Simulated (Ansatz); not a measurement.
`C[B](F)[AlH2]` + H₂O → `CB(O)F` + `[AlH3]` at 600 K and 1 bar (formal hydrolysis of a B–Al bond).

Gas-phase electronic energies from Ansatz, PBE0-D4/def2-TZVP geometries. CCSD(T)/CBS is the MP2 limit (def2-TZVPP, def2-QZVPP) plus CCSD(T) − MP2 in def2-TZVPP, frozen cores. This one scheme is used for every species. Each species was taken in one conformer, which may not be the lowest.

| species | CCSD(T)/CBS energy (Eh) | H − E (kJ/mol) | S (J/(mol·K)) |
| --- | --- | --- | --- |
| `C[B](F)[AlH2]` | -407.68475 | 202.6 | 428.0 |
| H₂O | -76.37941 | 76.8 | 212.8 |
| `CB(O)F` | -240.35473 | 198.2 | 359.9 |
| `[AlH3]` | -243.78045 | 74.2 | 242.3 |

H − E and S are ideal-gas, rigid-rotor, harmonic terms from PBE0-D4/def2-TZVP, for one conformer and one mirror image of each species. 1 Eh = 2625.50 kJ/mol, R = 8.31446 J/(mol·K).

**Question.** By hand: ΔE, ΔH, ΔS and ΔG.

**Answer.** ΔE = (-240.35473) + (-243.78045) − (-407.68475) − (-76.37941) = -0.07102 Eh = -186.5 kJ/mol. Δ(H − E) = 198.2 + 74.2 − 202.6 − 76.8 = -7.0, so ΔH = -193.5 kJ/mol. ΔS = 359.9 + 242.3 − 428.0 − 212.8 = -38.6 J/(mol·K). ΔG = -193.5 − 600 × (-38.6)/1000 = -170.3 kJ/mol.

**Question.** By hand: the equilibrium constant, and the temperature at which ΔG would vanish if ΔH and ΔS stayed fixed.

**Answer.** log₁₀ K = −ΔG/(RT ln 10) = 14.8. ΔG = 0 at ΔH/ΔS = 5013 K, far beyond where these terms or the molecules hold.

ΔH outweighs TΔS. A doubt of 5 kJ/mol in ΔE shifts log₁₀ K by 0.4 here. Other conformers and mirror images would add mixing entropy, several J/(mol·K) or more a flexible species. Modes under 60 cm⁻¹, often nearly free rotors, make the harmonic entropy too high. These are equilibria of isolated gas molecules and say nothing of rates. Largest T1 diagnostic: 0.013 (customary marks: 0.02 for closed shells, 0.045 for open ones).
